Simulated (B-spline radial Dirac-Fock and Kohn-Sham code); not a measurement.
# Au³⁺: eigenvalues, ΔSCF and the reference

System: the Au³⁺ ion in the configuration [Xe] 4f14 5d8.

The density-functional columns are spherical, spin-unpolarised Dirac-Kohn-Sham results without Breit or QED terms: −ε is minus the orbital energy of the initial state and ΔSCF the difference of two total energies. The reference in the last column comes from Dirac-Fock (average of configuration) total-energy differences with a finite nucleus, the Breit interaction including its frequency dependence, and self-energy and vacuum-polarisation corrections. All numbers are from an atomic code on a B-spline grid, in eV; a selection of levels is shown. For the 1s level of heavy atoms much of the gap between ΔSCF and the reference is the Breit and QED part, -435.2 eV here; for other levels the error of the functional can be larger.

| level | LDA −ε | LDA ΔSCF | PBE −ε | PBE ΔSCF | Dirac-Fock |
| --- | --- | --- | --- | --- | --- |
| 1s | 80581.8 | 81190.9 | 80646.3 | 81257.5 | 80766.6 |
| 2s | 14239.4 | 14352.8 | 14248.9 | 14362.0 | 14408.3 |
| 2p1/2 | 13665.2 | 13811.8 | 13669.5 | 13816.1 | 13781.0 |
| 2p3/2 | 11831.7 | 11954.7 | 11834.1 | 11957.0 | 11966.2 |
| 3s | 3388.3 | 3422.2 | 3390.8 | 3424.5 | 3480.6 |
| 3p1/2 | 3128.3 | 3164.9 | 3129.3 | 3165.7 | 3201.5 |
| 3p3/2 | 2723.8 | 2756.6 | 2724.2 | 2756.9 | 2796.6 |
| 4s | 763.4 | 779.5 | 764.5 | 780.6 | 814.8 |
| 4p1/2 | 652.3 | 668.4 | 652.8 | 668.8 | 695.5 |
| 4p3/2 | 555.1 | 570.3 | 555.7 | 570.9 | 597.9 |
| 4f5/2 | 120.1 | 134.3 | 119.6 | 133.8 | 132.1 |
| 4f7/2 | 116.3 | 130.4 | 115.8 | 129.8 | 128.5 |
| 5s | 144.7 | 154.0 | 144.3 | 153.6 | 160.5 |
| 5p1/2 | 108.3 | 117.2 | 107.8 | 116.7 | 119.8 |
| 5p3/2 | 91.35 | 99.77 | 91.09 | 99.52 | 103.1 |
| 5d | 40.91 | 48.00 | 40.61 | 47.69 | 46.11 |

**Question.** Order the estimates of the K (1s) level by their distance from the Dirac-Fock value, nearest first.
A. PBE −ε
B. PBE ΔSCF
C. LDA ΔSCF
D. LDA −ε

**Answer.** A (120.3 eV), D (184.7 eV), C (424.4 eV), B (490.9 eV).

An eigenvalue near the reference for a deep level is a cancellation of errors: it lacks relaxation, carries self-interaction and omits Breit and QED terms.

Values without a named source are computed, but for edge energies of neutral atoms, which are taken from tables.
